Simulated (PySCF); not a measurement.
Field gradients at the hydrogen positions

C₉H₇F₃.
Z-matrix (Å and degrees, GFN2-xTB geometry), rows numbered from 1:
```
C 
C   1  1.3445
C   2  1.4557  1  119.19
C   3  1.3428  2  130.51  1  -167.84
C   4  1.4372  3  129.28  2     0.01
C   5  1.3443  4  128.23  3    -9.60
C   6  1.4438  5  127.40  4     0.38
C   7  1.5104  6  111.81  5  -171.90
F   8  1.3476  7  111.80  6    59.67
F   8  1.3475  7  111.95  6   -58.86
F   8  1.3391  7  114.48  6  -179.66
C   7  1.3454  6  129.88  5     9.50
H   1  1.0756  2  121.58  3     2.40
H   1  1.0755  2  121.87  3  -179.06
H   3  1.0838  2  112.83  1    11.05
H   4  1.0831  3  116.70  2   178.66
H   5  1.0820  4  114.77  3   171.83
H   6  1.0822  5  117.99  4  -178.32
H  12  1.0836  2  113.08  1   -10.91
```

Level: PBE0/pcSseg-1 (PySCF, non-relativistic); Q(2H) = 0.00286 b; rigid geometry, the same for H and D, with no vibrational averaging.

Q: Tabulate Vzz, the asymmetry η and χzz = 234.96 MHz × Q × Vzz for every hydrogen position.

A: 
```json
{"atom": "H13", "bonded to": "C1", "bond length (Å)": "1.076", "Vzz (au)": "0.3394", "η": "0.07", "χzz (kHz)": "228"}
{"atom": "H14", "bonded to": "C1", "bond length (Å)": "1.075", "Vzz (au)": "0.3392", "η": "0.08", "χzz (kHz)": "228"}
{"atom": "H15", "bonded to": "C3", "bond length (Å)": "1.084", "Vzz (au)": "0.3155", "η": "0.08", "χzz (kHz)": "212"}
{"atom": "H16", "bonded to": "C4", "bond length (Å)": "1.083", "Vzz (au)": "0.3181", "η": "0.08", "χzz (kHz)": "214"}
{"atom": "H17", "bonded to": "C5", "bond length (Å)": "1.082", "Vzz (au)": "0.3197", "η": "0.08", "χzz (kHz)": "215"}
{"atom": "H18", "bonded to": "C6", "bond length (Å)": "1.082", "Vzz (au)": "0.3145", "η": "0.11", "χzz (kHz)": "211"}
{"atom": "H19", "bonded to": "C12", "bond length (Å)": "1.084", "Vzz (au)": "0.3086", "η": "0.08", "χzz (kHz)": "207"}
```

Q: How does χzz go with the bond length over the 7 C–H bonds?

A: A straight-line fit has a slope of -21.7 kHz for each 0.01 Å, with a correlation coefficient of -0.97, over lengths from 1.075 to 1.084 Å. The longer bonds have the smaller couplings here.

Geometry: GFN2-xTB, one conformer, isolated molecule. GFN2-xTB bond lengths can be off by several hundredths of an ångström, more for odd bonds, and the gradients follow them. The basis is small and wasn't made for field gradients, so the couplings can be 20 % off.

The run behind these numbers computed NMR shieldings as well. Hardware: one thread, x86-64 server, no GPU (shared host). Cost: 39 s.
